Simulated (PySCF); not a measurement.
# Fractional electron number in Ir⁻ (iridium, charge -1)

The 5d beta orbital of [Xe] 4f14 5d8 6s2 is emptied in steps (occupation f), with all orbitals relaxed, ending at [Xe] 4f14 5d7 6s2. Calculation: PySCF 2.14, in aug-cc-pVTZ-PP with ECP60MDF; scalar relativity through the core potential. The exact energy is a straight line in f; departures are measured from the line between the end points of the same method.

```
  f  B3LYP (eV)
  1       0.000
0.8      -0.395
0.6      -0.612
0.4      -0.628
0.2      -0.428
  0       0.000
```

| method | E(f=0) − E(f=1) (eV) | −ε at f=1 (eV) | −ε at f=0.4 (eV) |
| --- | --- | --- | --- |
| B3LYP | 1.995 | -0.383 | 2.443 |

Orbital energy along the path (eV):

```
  f   B3LYP
  1   0.383
0.8  -0.445
0.6  -1.397
0.4  -2.443
0.2  -3.558
  0  -4.721
```

At f = 1 the orbital energy is positive for B3LYP: only the finite basis holds the electron.

Reference removal energy between the ground levels: 1.564 eV (measured; photodetachment measurements, as compiled on the Wikipedia data page of electron affinities). The calculation has no spin-orbit coupling. The determinant left behind need not be the lowest term of the ion.
